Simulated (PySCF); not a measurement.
A run for PySCF: D3(BJ) and D4 dispersion corrections on N2 (SMILES N#N).

```python
from pyscf import gto
from pyscf.dispersion import dftd3, dftd4

mol = gto.M(
    atom='''
    N    -0.00000000    0.00000000    0.54545186
    N     0.00000000   -0.00000000   -0.54545186
    ''',
    basis='def2-svp',
    charge=0, spin=0, verbose=0, max_memory=1800)
d3, d4 = {}, {}
for xc in ['hf', 'pbe', 'blyp', 'revpbe', 'tpss', 'r2scan', 'b3lyp', 'pbe0', 'bhlyp', 'camb3lyp', 'b2plyp']:
    d3[xc] = float(dftd3.DFTD3Dispersion(mol, xc=xc, version='d3bj', atm=False).get_dispersion()['energy'])
    print(f'D3(BJ) {xc:10s} {d3[xc]:14.8f} Eh')
for xc in ['hf', 'pbe', 'blyp', 'revpbe', 'tpss', 'r2scan', 'b3lyp', 'pbe0', 'bhlyp', 'camb3lyp', 'b2plyp']:
    d4[xc] = float(dftd4.DFTD4Dispersion(mol, xc={'camb3lyp': 'cam-b3lyp'}.get(xc, xc), atm=True).get_dispersion()['energy'])
    print(f'D4     {xc:10s} {d4[xc]:14.8f} Eh')
```

Program output:

```
D3(BJ) hf            -0.00552784 Eh
D3(BJ) pbe           -0.00043318 Eh
D3(BJ) blyp          -0.00093211 Eh
D3(BJ) revpbe        -0.00121261 Eh
D3(BJ) tpss          -0.00052824 Eh
D3(BJ) r2scan        -0.00010278 Eh
D3(BJ) b3lyp         -0.00075259 Eh
D3(BJ) pbe0          -0.00035166 Eh
D3(BJ) bhlyp         -0.00057350 Eh
D3(BJ) camb3lyp      -0.00029407 Eh
D3(BJ) b2plyp        -0.00032902 Eh
D4     hf            -0.00168580 Eh
D4     pbe           -0.00036334 Eh
D4     blyp          -0.00086660 Eh
D4     revpbe        -0.00150295 Eh
D4     tpss          -0.00049563 Eh
D4     r2scan        -0.00008147 Eh
D4     b3lyp         -0.00058896 Eh
D4     pbe0          -0.00029360 Eh
D4     bhlyp         -0.00038537 Eh
D4     camb3lyp      -0.00028705 Eh
D4     b2plyp        -0.00024826 Eh
```

The run finished.

Cost: about 0.04 core-seconds (a rough figure).
